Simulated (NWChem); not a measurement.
The numbers come from NWChem runs, not from measurements. System: CBrF3, charge 0, spin multiplicity 1, displaced from the optimised geometry. Level: BLYP/def2-SVP.

The NWChem input:

```
start mol
memory heap 200 mb stack 900 mb global 1100 mb
geometry units angstroms nocenter noautoz
  F      1.321648    -0.564329     1.093935
  C      0.830295     0.042774     0.000000
  F      1.321648    -0.564329    -1.093935
  F      1.224135     1.327915     0.000000
  Br    -1.136818    -0.058570     0.000000
  symmetry group Cs
end
basis spherical
  * library def2-svp
end
dft
  xc becke88 lyp
  semidirect memsize 60000000 filesize 0
  iterations 100
  grid coarse
end
task dft gradient
```

Output (cleaned and shortened):

```
             Northwest Computational Chemistry Package (NWChem) 7.3.0
             --------------------------------------------------------

                                NWChem Input Module
                                -------------------

 Scaling coordinates for geometry "geometry" by  1.889725989
 (inverse scale =  0.529177249)

 Turning off AUTOSYM since
 SYMMETRY directive was detected!

                             Geometry "geometry" -> ""
                             -------------------------

 Output coordinates in angstroms (scale by  1.889725989 to convert to a.u.)

  No.       Tag          Charge          X              Y              Z
 ---- ---------------- ---------- -------------- -------------- --------------
    1 F                    9.0000     1.32164800    -0.56432900     1.09393500
    2 C                    6.0000     0.83029500     0.04277400     0.00000000
    3 F                    9.0000     1.32164800    -0.56432900    -1.09393500
    4 F                    9.0000     1.22413500     1.32791500     0.00000000
    5 Br                  35.0000    -1.13681800    -0.05857000     0.00000000

 Effective nuclear repulsion energy (a.u.)     361.6133461189

            Nuclear Dipole moment (a.u.)
            ----------------------------
        X                 Y               Z
 ---------------- ---------------- ----------------
     0.0000359048     0.0000132281     0.0000000000

      Symmetry information
      --------------------

 Group name             Cs
 Group number              2
 Group order               2
 No. of unique centers     4

      Symmetry unique atoms

     1    2    4    5


 Summary of "ao basis" -> "" (spherical)
 ------------------------------------------------------------------------------
       Tag                 Description            Shells   Functions and Types
 ---------------- ------------------------------  ------  ---------------------
 *                          def2-svp                  on all atoms

                                 NWChem DFT Module
                                 -----------------

 Summary of "ao basis" -> "ao basis" (spherical)
 ------------------------------------------------------------------------------
       Tag                 Description            Shells   Functions and Types
 ---------------- ------------------------------  ------  ---------------------
 F                          def2-svp                 6       14   3s2p1d
 C                          def2-svp                 6       14   3s2p1d
 Br                         def2-svp                12       32   5s4p3d

 Summary of "ao basis" -> "ao basis" (spherical)
 ------------------------------------------------------------------------------
       Tag                 Description            Shells   Functions and Types
 ---------------- ------------------------------  ------  ---------------------
 F                          def2-svp                 6       14   3s2p1d
 C                          def2-svp                 6       14   3s2p1d
 Br                         def2-svp                12       32   5s4p3d

      Symmetry analysis of basis
      --------------------------

        a'         56
        a"         32

            General Information
            -------------------
          SCF calculation type: DFT
          Wavefunction type:  closed shell.
          No. of atoms     :     5
          No. of electrons :    68
           Alpha electrons :    34
            Beta electrons :    34
          Charge           :     0
          Spin multiplicity:     1
          Use of symmetry is: on ; symmetry adaption is: on
          Maximum number of iterations: 100
          AO basis - number of functions:    88
                     number of shells:    36
          Convergence on energy requested:  1.00D-06
          Convergence on density requested:  1.00D-05
          Convergence on gradient requested:  5.00D-04

              XC Information
              --------------
                    Becke 1988 Exchange Functional  1.000
              Lee-Yang-Parr Correlation Functional  1.000

             Grid Information
             ----------------
          Grid used for XC integration:  coarse
          Radial quadrature: Mura-Knowles
          Angular quadrature: Lebedev.
          Tag              B.-S. Rad. Rad. Pts. Rad. Cut. Ang. Pts.
          ---              ---------- --------- --------- ---------
          F                   0.50       35           8.0       302
          C                   0.70       35           7.0       302
          Br                  1.15       95           7.0       302
          Grid pruning is: on
          Number of quadrature shells:   200
          Spatial weights used:  Erf1

          Convergence Information
          -----------------------
          Convergence aids based upon iterative change in
          total energy or number of iterations.
          Levelshifting, if invoked, occurs when the
          HOMO/LUMO gap drops below (HL_TOL):  1.00D-02
          DIIS, if invoked, will attempt to extrapolate
          using up to (NFOCK): 10 stored Fock matrices.

                    Damping( 0%)  Levelshifting(0.5)       DIIS
                  --------------- ------------------- ---------------
          dE  on:    start            ASAP                start
          dE off:    2 iters        100 iters           100 iters

      Screening Tolerance Information
      -------------------------------
          Density screening/tol_rho:  1.00D-10
          AO Gaussian exp screening on grid/accAOfunc:  14
[...]
 d= 0,ls=0.0,diis     2  -2910.1187597211  8.25D-01  2.08D-02  1.14D+01     2.2
 d= 0,ls=0.0,diis     3  -2911.2035534658 -1.08D+00  3.04D-03  2.74D-02     2.3
 d= 0,ls=0.0,diis     4  -2911.2052695029 -1.72D-03  1.60D-03  1.17D-02     2.5
 d= 0,ls=0.0,diis     5  -2911.2068329809 -1.56D-03  4.42D-04  2.46D-03     2.7
  Resetting Diis
 d= 0,ls=0.0,diis     6  -2911.2070416318 -2.09D-04  7.93D-05  6.75D-05     2.8
 d= 0,ls=0.0,diis     7  -2911.2070496539 -8.02D-06  1.92D-05  7.34D-07     3.0
 d= 0,ls=0.0,diis     8  -2911.2070495109  1.43D-07  1.39D-05  1.62D-06     3.1
 d= 0,ls=0.0,diis     9  -2911.2070497222 -2.11D-07  2.31D-06  8.38D-08     3.3

         Total DFT energy =    -2911.207049722187
      One electron energy =    -4770.088666734952
           Coulomb energy =     1625.342419463509
    Exchange-Corr. energy =     -128.074148569610
 Nuclear repulsion energy =      361.613346118866

 Numeric. integr. density =       68.000005787550

     Total iterative time =      2.5s

                  Occupations of the irreducible representations
                  ----------------------------------------------

                     irrep           alpha         beta
                     --------     --------     --------
                     a'               23.0         23.0
                     a"               11.0         11.0

                       DFT Final Molecular Orbital Analysis
                       ------------------------------------

 Vector   32  Occ=2.000000D+00  E=-3.441794D-01  Symmetry=a'
              MO Center=  1.5D-01,  7.6D-03,  5.7D-16, r^2= 3.1D+00
   Bfn.  Coefficient  Atom+Function         Bfn.  Coefficient  Atom+Function
  ----- ------------  ---------------      ----- ------------  ---------------
    68      0.387919  5 Br px                71      0.357964  5 Br px
     4     -0.289108  1 F  px                32     -0.289108  3 F  px
    46     -0.287454  4 F  px                65     -0.248945  5 Br px
    18     -0.225239  2 C  px                 7      0.192832  1 F  px
    35      0.192832  3 F  px                49      0.191059  4 F  px

 Vector   33  Occ=2.000000D+00  E=-2.690565D-01  Symmetry=a"
              MO Center= -1.0D+00, -6.8D-02, -8.7D-17, r^2= 1.7D+00
   Bfn.  Coefficient  Atom+Function         Bfn.  Coefficient  Atom+Function
  ----- ------------  ---------------      ----- ------------  ---------------
    73      0.583340  5 Br pz                70      0.541845  5 Br pz
    67     -0.356731  5 Br pz                 4     -0.116091  1 F  px
    32      0.116091  3 F  px                64      0.115957  5 Br pz
     7      0.079150  1 F  px                35     -0.079150  3 F  px
    48      0.054115  4 F  pz                23      0.044925  2 C  pz

 Vector   34  Occ=2.000000D+00  E=-2.690542D-01  Symmetry=a'
              MO Center= -1.0D+00, -3.5D-02, -9.9D-15, r^2= 1.7D+00
   Bfn.  Coefficient  Atom+Function         Bfn.  Coefficient  Atom+Function
  ----- ------------  ---------------      ----- ------------  ---------------
    72      0.582563  5 Br py                69      0.541132  5 Br py
    66     -0.356260  5 Br py                46     -0.133064  4 F  px
    63      0.115804  5 Br py                49      0.090179  4 F  px
     4      0.064237  1 F  px                32      0.064237  3 F  px
     5      0.045238  1 F  py                33      0.045238  3 F  py

 Vector   35  Occ=0.000000D+00  E=-6.589132D-02  Symmetry=a'
              MO Center= -4.4D-01, -2.3D-02, -1.4D-15, r^2= 2.3D+00
   Bfn.  Coefficient  Atom+Function         Bfn.  Coefficient  Atom+Function
  ----- ------------  ---------------      ----- ------------  ---------------
    71      0.789281  5 Br px                17     -0.607452  2 C  s
    18      0.526318  2 C  px                16     -0.445085  2 C  s
    21      0.400376  2 C  px                61      0.360132  5 Br s
    68      0.356991  5 Br px                65     -0.244815  5 Br px
    60      0.233751  5 Br s                 59     -0.163591  5 Br s

 Vector   36  Occ=0.000000D+00  E= 9.044592D-02  Symmetry=a'
              MO Center=  6.3D-01,  3.0D-02, -4.3D-16, r^2= 2.0D+00
   Bfn.  Coefficient  Atom+Function         Bfn.  Coefficient  Atom+Function
  ----- ------------  ---------------      ----- ------------  ---------------
    22      0.917906  2 C  py                19      0.692731  2 C  py
    45     -0.556602  4 F  s                 50      0.301363  4 F  py
     3      0.278351  1 F  s                 31      0.278351  3 F  s
    47     -0.249500  4 F  py                72     -0.240402  5 Br py
     9     -0.223796  1 F  pz                37      0.223796  3 F  pz

 Vector   37  Occ=0.000000D+00  E= 9.044633D-02  Symmetry=a"
              MO Center=  6.3D-01,  3.4D-02, -5.6D-16, r^2= 2.0D+00
   Bfn.  Coefficient  Atom+Function         Bfn.  Coefficient  Atom+Function
  ----- ------------  ---------------      ----- ------------  ---------------
    23      0.919102  2 C  pz                20      0.693658  2 C  pz
     3     -0.482050  1 F  s                 31      0.482050  3 F  s
    73     -0.240715  5 Br pz                51     -0.224596  4 F  pz
     8     -0.215200  1 F  py                36      0.215200  3 F  py
    48      0.203785  4 F  pz                 5      0.183625  1 F  py

 center of mass
 --------------
 x =  -0.09405978 y =  -0.00484586 z =   0.00000000

 moments of inertia (a.u.)
 ------------------
         326.278791081489         -29.537660211716           0.000000000000
         -29.537660211716         898.105013365315           0.000000000000
           0.000000000000           0.000000000000         899.627399307445

     Multipole analysis of the density
     ---------------------------------

     L   x y z        total         alpha         beta         nuclear
     -   - - -        -----         -----         ----         -------
     0   0 0 0     -0.000000    -34.000000    -34.000000     68.000000

     1   1 0 0     -0.104329     -0.052182     -0.052182      0.000036
     1   0 1 0     -0.005381     -0.002697     -0.002697      0.000013
     1   0 0 1     -0.000000     -0.000000     -0.000000      0.000000

     2   2 0 0    -27.240883   -181.990571   -181.990571    336.740258
     2   1 1 0      0.079551     -6.652824     -6.652824     13.385199
     2   1 0 1      0.000000      0.000000      0.000000      0.000000
     2   0 2 0    -28.781510    -53.196935    -53.196935     77.612360
     2   0 1 1     -0.000000     -0.000000     -0.000000      0.000000
     2   0 0 2    -28.785631    -52.854050    -52.854050     76.922468

            General Information
            -------------------
          SCF calculation type: DFT
          Wavefunction type:  closed shell.
          No. of atoms     :     5
          No. of electrons :    68
           Alpha electrons :    34
            Beta electrons :    34
          Charge           :     0
          Spin multiplicity:     1
          Use of symmetry is: on ; symmetry adaption is: on
          Maximum number of iterations: 100
          AO basis - number of functions:    88
                     number of shells:    36
          Convergence on energy requested:  1.00D-06
          Convergence on density requested:  1.00D-05
          Convergence on gradient requested:  5.00D-04

              XC Information
              --------------
                    Becke 1988 Exchange Functional  1.000
              Lee-Yang-Parr Correlation Functional  1.000

             Grid Information
             ----------------
          Grid used for XC integration:  coarse
          Radial quadrature: Mura-Knowles
          Angular quadrature: Lebedev.
          Tag              B.-S. Rad. Rad. Pts. Rad. Cut. Ang. Pts.
          ---              ---------- --------- --------- ---------
          F                   0.50       35           8.0       302
          C                   0.70       35           7.0       302
          Br                  1.15       95           7.0       302
          Grid pruning is: on
          Number of quadrature shells:   200
          Spatial weights used:  Erf1

          Convergence Information
          -----------------------
          Convergence aids based upon iterative change in
          total energy or number of iterations.
          Levelshifting, if invoked, occurs when the
          HOMO/LUMO gap drops below (HL_TOL):  1.00D-02
          DIIS, if invoked, will attempt to extrapolate
          using up to (NFOCK): 10 stored Fock matrices.

                    Damping( 0%)  Levelshifting(0.5)       DIIS
                  --------------- ------------------- ---------------
          dE  on:    start            ASAP                start
          dE off:    2 iters        100 iters           100 iters

      Screening Tolerance Information
      -------------------------------
          Density screening/tol_rho:  1.00D-10
          AO Gaussian exp screening on grid/accAOfunc:  14
          CD Gaussian exp screening on grid/accCDfunc:  20
          XC Gaussian exp screening on grid/accXCfunc:  20
          Schwarz screening/accCoul:  1.00D-08

                            NWChem DFT Gradient Module
                            --------------------------

  charge          =   0.00
  wavefunction    = closed shell

  Using symmetry

                         DFT ENERGY GRADIENTS

    atom               coordinates                        gradient
                 x          y          z           x          y          z
   1 F       2.497553  -1.066427   2.067237    0.000433  -0.000817   0.001434
   2 C       1.569030   0.080831   0.000000   -0.003836  -0.000221   0.000000
   3 F       2.497553  -1.066427  -2.067237    0.000433  -0.000817  -0.001434
   4 F       2.313280   2.509395   0.000000    0.000334   0.001713   0.000000
   5 Br     -2.148275  -0.110681   0.000000    0.002635   0.000142   0.000000

                 ----------------------------------------
                 |  Time  |  1-e(secs)   |  2-e(secs)   |
                 ----------------------------------------
                 |  CPU   |       0.01   |       3.57   |
                 ----------------------------------------
                 |  WALL  |       0.01   |       3.57   |
                 ----------------------------------------

 Task  times  cpu:        7.1s     wall:        7.1s

 Total times  cpu:        7.2s     wall:        7.2s
```
